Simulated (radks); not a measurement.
Initial-state core-level shifts of neutral iridium when its valence configuration changes from [Xe] 4f14 5d7 6s2. All-electron calculation, Dirac Kohn-Sham, PBE, spin-unpolarised, spherical densities, finite nucleus; open shells fill j = l - 1/2 first; Fermi nuclear charge, rms radius 5.4032 fm. Program: a radial shooting solver on a logarithmic mesh with Libxc functionals. Shifts are changes of the shell-averaged eigenvalues in eV (positive: less bound); the change of the density at the nucleus, which sets a Mossbauer isomer shift, is in e/bohr^3, on a base of 1.821e+06.

valence                    2s       3s       4p       4d  density at nucleus
4f14 5d6 6s2 6p1       -4.361   -4.341   -4.327   -4.331               +46.8
4f13.5 5d7 6s2 6p0.5   -8.236   -9.117   -8.051   -7.796               +88.5
4f12.5 5d8 6s2 6p0.5  -20.785  -23.541  -20.084  -19.295              +224.1
4f14 5d7 6s1 6p1       -1.481   -1.491   -1.495   -1.493              -102.3
4f11.5 5d7 6s2 6p2.5  -44.137  -48.796  -42.475  -41.129              +480.7
4f12.5 5d7 6s2 6p1.5  -25.526  -28.249  -24.758  -23.971              +277.6
4f14 5d7 6s1.5 6p0.5   -0.770   -0.774   -0.777   -0.776               -49.5
4f12.5 5d6 6s2 6p2.5  -30.642  -33.311  -29.766  -28.980              +334.4
4f13 5d8 6s2          -12.128  -13.940  -11.733  -11.212              +131.0
